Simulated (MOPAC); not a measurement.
Job for MOPAC: PM3 on PH-, 2S+1 = 2, a spin state set in the input, which need not be the lowest, a point of a bond scan (R = 1.530 Å). Charge -1.

```
PM3 1SCF PRECISE CHARGE=-1 UHF MS=0.5 THREADS=1
HP

H      0.00000000 1     0.00000000 1     0.00000000 1
P      0.00000000 1     0.00000000 1     1.52987200 1
```

Output:

```
*******************************************************************************
 **                                                                           **
 **                              MOPAC v23.2.5                                **
 **                                                                           **
 *******************************************************************************
 ** MOPAC's Digital Object Identifier: https://doi.org/10.5281/zenodo.6511958 **
 **                                                                           **
 ** Please cite the open-source release paper for use of this MOPAC version:  **
 ** J. E. Moussa and J. J. P. Stewart (2026)                                  **
 ** MOPAC: An open-source semiempirical molecular orbital program             **
 ** J. Open Source Softw., 11(119), 8025, https://doi.org/10.21105/joss.08025 **
 *******************************************************************************

                              PM3 CALCULATION RESULTS

 *******************************************************************************
 *  PM3        - The PM3 Hamiltonian to be used
 *  UHF        - UNRESTRICTED HARTREE-FOCK CALCULATION
 *
 *
 *
 *                 CHARGE ON SYSTEM = -1
 *
 *
 *
 *  MS=        - IN MECI, MAGNETIC COMPONENT OF SPIN =  0.5
 *  PRECISE    - TIGHTER CRITERIA TO BE USED
 *  1SCF       - DO 1 SCF AND THEN STOP
 *  THREADS=1  - MULTI-THREADING NOT USED
 *  T=         - A TIME OF 172800.0 SECONDS REQUESTED
 *  DUMP=N     - RESTART FILE WRITTEN EVERY 7200.0 SECONDS REQUESTED
 *******************************************************************************
PM3 1SCF PRECISE CHARGE=-1 UHF MS=0.5 THREADS=1
 HP

   ATOM   CHEMICAL          X               Y               Z
  NUMBER   SYMBOL      (ANGSTROMS)     (ANGSTROMS)     (ANGSTROMS)

     1       H          0.00000000  *   0.00000000  *   0.00000000  *
     2       P          0.00000000  *   0.00000000  *   1.52987200  *



          CARTESIAN COORDINATES

    NO.       ATOM           X           Y           Z

     1         H          0.0000      0.0000      0.0000
     2         P          0.0000      0.0000      1.5299

  H: (PM3): J. J. P. STEWART, J. COMP. CHEM. 10, 209 (1989).
  P: (PM3): J. J. P. STEWART, J. COMP. CHEM. 10, 209 (1989).

           Empirical Formula: H P  =     2 atoms



      MOLECULAR POINT GROUP   :   C*v


          UHF CALCULATION, NO. OF ALPHA ELECTRONS =    4
                           NO. OF BETA  ELECTRONS =    3

 -------------------------------------------------------------------------------
 PM3 1SCF PRECISE CHARGE=-1 UHF MS=0.5 THREADS=1
 HP



     1SCF WAS SPECIFIED, SO BFGS WAS NOT USED
     SCF FIELD WAS ACHIEVED


                              PM3 CALCULATION
                                                       MOPAC v23.2.5 Linux




          FINAL HEAT OF FORMATION =         11.17713 KCAL/MOL =      46.76513 KJ/MOL


          COSMO AREA              =         58.87 SQUARE ANGSTROMS
          COSMO VOLUME            =         41.94 CUBIC ANGSTROMS

          IONIZATION POTENTIAL    =          2.047327 EV
          ALPHA SOMO LUMO (EV)    =         -2.341  6.725
          BETA  SOMO LUMO (EV)    =         -2.047  3.736
          NO. OF ALPHA ELECTRONS  =          4
          NO. OF BETA  ELECTRONS  =          3
          MOLECULAR WEIGHT        =         31.9817         POINT GROUP:  C*v

          MOLECULAR DIMENSIONS (Angstroms)

            Atom       Atom       Distance
            P     2    H     1     1.52987
            P     2    H     1     0.00000
            H     1    P     2     0.00000


          SCF CALCULATIONS        =          1





   ATOM   CHEMICAL          X               Y               Z
  NUMBER   SYMBOL      (ANGSTROMS)     (ANGSTROMS)     (ANGSTROMS)

     1       H          0.00000000  *   0.00000000  *   0.00000000  *
     2       P          0.00000000  *   0.00000000  *   1.52987200  *

                             CARTESIAN COORDINATES

   1    H        0.000000000     0.000000000     0.000000000
   2    P        0.000000000     0.000000000     1.529872000


           Empirical Formula: H P  =     2 atoms



      MOLECULAR POINT GROUP   :   C*v


          ALPHA EIGENVALUES
 -17.58107  -5.30187  -2.89759  -2.34111   6.72486


           BETA EIGENVALUES
 -16.24209  -5.11473  -2.04733   3.73644   6.73763


              NET ATOMIC CHARGES AND DIPOLE CONTRIBUTIONS

  ATOM NO.   TYPE          CHARGE      No. of ELECS.   s-Pop       p-Pop
    1          H          -0.021157        1.0212     1.02116
    2          P          -0.978843        5.9788     1.93782     4.04102
 DIPOLE           X         Y         Z       TOTAL
 POINT-CHG.     0.000     0.000    -0.076     0.076
 HYBRID        -0.000    -0.000    -1.321     1.321
 SUM           -0.000    -0.000    -1.397     1.397


          ATOMIC ORBITAL ELECTRON POPULATIONS

     Atom    s        px        py        pz
    1  H   1.02116
    2  P   1.93782   2.00000   1.00000   1.04102


                    (SZ)    =    0.500000
                    (S**2)  =    0.751854


          ATOMIC ORBITAL SPIN POPULATIONS

    Atom   Total    s     px     py     pz
         Atomic
    1  H -0.0430 -0.043
    2  P  1.0430  0.003  0.000  1.000  0.040

 **********************
 *                    *
 * JOB ENDED NORMALLY *
 *                    *
 **********************




 == MOPAC DONE ==
```

The run finished.

Cost: around 0.020 core-seconds (rough).
